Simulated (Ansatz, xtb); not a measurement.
# Two structures of ClH3O3Ti

Structure a is a singlet given by its coordinates and structure b is a singlet given by its coordinates. Both are isolated molecules in the gas phase, relaxed with PBE0-D4/def2-SVP.

a (Å):

```xyz
8

Cl    0.0842    1.3302   -2.0299
O    -1.0013    0.9102    0.9925
O     1.7348    0.1471    0.5722
O    -0.3667   -1.5005   -0.5095
Ti    0.1159    0.1579   -0.1459
H    -1.7829    1.4644    0.9081
H     2.4334   -0.5079    0.4729
H    -1.1252   -2.0585   -0.3163
```

Close contacts (Å): Cl1–Ti5 2.22, O2–Ti5 1.76, O3–Ti5 1.77, O4–Ti5 1.77, O2–H6 0.96, O3–H7 0.96, O4–H8 0.96, Ti5–H6 2.53, Ti5–H7 2.49, Ti5–H8 2.55.

b (Å):

```tsv
atom	x (Å)	y (Å)	z (Å)
Cl	0.3601	1.1046	-2.2373
O	-1.2847	0.8556	0.5730
O	1.5199	0.1898	0.6753
O	-0.3467	-1.6175	-0.5773
Ti	0.0458	0.0797	-0.2901
H	-1.3148	1.4516	1.3276
H	2.2055	-0.4479	0.8962
H	-1.1680	-2.1161	-0.5265
```

Close contacts (Å): Cl1–Ti5 2.22, O2–Ti5 1.77, O3–Ti5 1.77, O4–Ti5 1.77, O2–H6 0.96, O3–H7 0.96, O4–H8 0.96, Ti5–H6 2.52, Ti5–H7 2.52, Ti5–H8 2.52.

Energies in hartree; the thermal terms are from PBE0-D4/def2-SVP harmonic frequencies (ideal gas, rigid rotor, one conformer each, 298.15 K, 1 atm) and include the zero-point energy:

```
                               a            b
E, CCSD(T)/def2-SVP  −1535.081193  −1535.082600
    E, MP2/def2-SVP  −1535.030223  −1535.031668
  E, MP2/def2-TZVPP  −1535.938905  −1535.939981
  zero-point energy      0.040033      0.040348
       H(298 K) − E      0.049712      0.049829
       G(298 K) − E      0.006934      0.008629
```

Correct the CCSD(T) difference for the basis set by the MP2 change, then work out ΔE, ΔE₀, ΔH and ΔG for a → b in kJ/mol (1 Eh = 2625.50 kJ/mol) and the equilibrium ratio [b]/[a].

1. Differences b − a: CCSD(T) −0.001407, MP2 in the small set −0.001445, MP2 in the large set −0.001076 Eh.
2. ΔE = −0.001407 + (−0.001076 − (−0.001445)) = −0.001038 Eh = −2.73 kJ/mol.
3. ΔE₀ = ΔE + ΔZPE = −0.001038 + (+0.000315) Eh = −1.90 kJ/mol.
4. ΔH = ΔE + (+0.000117) Eh = −2.42 kJ/mol.
5. ΔG = ΔE + (+0.001695) Eh = +1.72 kJ/mol, so ΔS = (ΔH − ΔG)/T = −13.9 J/(mol K).
6. kT = 0.9442 mEh, so K = [b]/[a] = exp(−ΔG/kT) = exp(−0.70) ≈ 0.5.

The two are too close for this level to say which is favoured. An error of 4 kJ/mol in ΔG would change K by a factor of 5. Large T1 diagnostics make the coupled-cluster value less sure. Mirror images and further conformers aren't counted.

Other levels gave ΔE = −3.8 (PBE0-D4/def2-SVP); −3.9 (HF/def2-SVP); −3.8 (MP2/def2-SVP); −3.7 (CCSD(T)/def2-SVP) kJ/mol. The correlated steps freeze 13 core orbitals. Programs: Ansatz 0.2.0.
